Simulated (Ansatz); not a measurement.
1,1,1-trifluoroethane (C2H3F3), SMILES CC(F)(F)F.

Coordinates come from a B3LYP-D3(BJ)/def2-SVP optimisation.

Two levels are set side by side: PBE/def2-SVPD (Ansatz, an electronic-structure program) and CAM-B3LYP/def2-SVPD (Ansatz). Energy differences of separate SCF runs at the same geometry; the states with an electron removed or added have multiplicity 2 and 2. Differences are taken from unrounded values.

| quantity | CAM-B3LYP |
|---|---|
| vertical ionisation energy (eV) | 13.88 |
| vertical singlet–triplet gap (eV) | 10.84 |

Problem. What does PBE give, and how far is it from CAM-B3LYP? (The exact figures need the calculation; the answer reports its results.)

Solution. 
| quantity | PBE | PBE minus CAM-B3LYP |
|---|---|---|
| vertical ionisation energy (eV) | 12.99 | -0.89 |
| vertical singlet–triplet gap (eV) | 9.79 | -1.06 |
